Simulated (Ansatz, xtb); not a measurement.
Molecule: HgI2 (charge +1, doublet). The spin state was set by rule; other spins were not relaxed. 
Geometry from a B3LYP-D3(BJ)/def2-TZVP (Ansatz, a first-principles code) optimisation:
```
Hg
I 1 2.6122
I 1 2.6122 2 180.00
```
Charge +1, spin multiplicity 2.

Harmonic wavenumbers from GFN2-xTB (xtb, at its own minimum), cm⁻¹: 30, 30, 106, 131.

### Question
Give the harmonic wavenumbers at B3LYP-D3(BJ)/def2-TZVP (Ansatz, finite differences of forces, unscaled).

### Answer
45, 47, 142, 199 cm⁻¹. Zero-point energy 0.6 kcal/mol.

### Question
From these and the geometry, give the ideal-gas thermochemistry at 298.15 K and 1 atm (rigid rotor, harmonic oscillator).

### Answer
Point group D∞h, rotational symmetry number 2. Rotational constants 0.2918, 0.2918 GHz. S(trans) 44.23, S(rot) 20.41, S(vib) 14.85, S(elec, spin only) 1.38, S 80.9 cal/(mol K). H(298) - H(0) 3.90 kcal/mol; G - E(el) -19.6 kcal/mol.
